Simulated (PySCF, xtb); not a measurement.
C3H6BNO, SMILES C(B(O)C)C#N. One conformer was computed; it need not be the lowest.

Harmonic wavenumbers (cm⁻¹) from GFN2-xTB run with xtb at its own minimum, in rising order: 29, 59, 115, 269, 337, 375, 386, 525, 645, 720, 771, 867, 891, 933, 1015, 1076, 1123, 1199, 1355, 1390, 1407, 1487, 1489, 2395, 2966, 2982, 3023, 3036, 3062, 3542.

**Question.** What does ωB97X-D3(BJ)/def2-SVP in PySCF give at its own minimum? (An estimate is asked for; the answer gives what the named calculation found.)

**Answer.** 35, 79, 130, 290, 343, 400, 416, 556, 639, 744, 774, 852, 932, 979, 1010, 1170, 1175, 1281, 1347, 1416, 1418, 1451, 1475, 2418, 3061, 3097, 3142, 3154, 3182, 3825. Paired by order, the mean absolute difference is 50 cm⁻¹ and the zero-point energies are 56.4 and 58.3 kcal/mol.
